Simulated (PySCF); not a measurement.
A structure optimised at PBE0-D3(BJ)/def2-TZVP, used in a PySCF frequency run:

```xyz
3

Hf     0.0000     0.0000     0.1905
O      0.0000    -1.4342    -0.8573
O      0.0000     1.4342    -0.8573
```
Charge 0, spin multiplicity 1.

### Question
Write its SMILES, formula and point group.

### Answer
[O]=[Hf]=[O], HfO₂, C2v

### Question
What are its rotational constants (standard atomic weights)?

### Answer
16.966, 7.6788, 5.2862 GHz
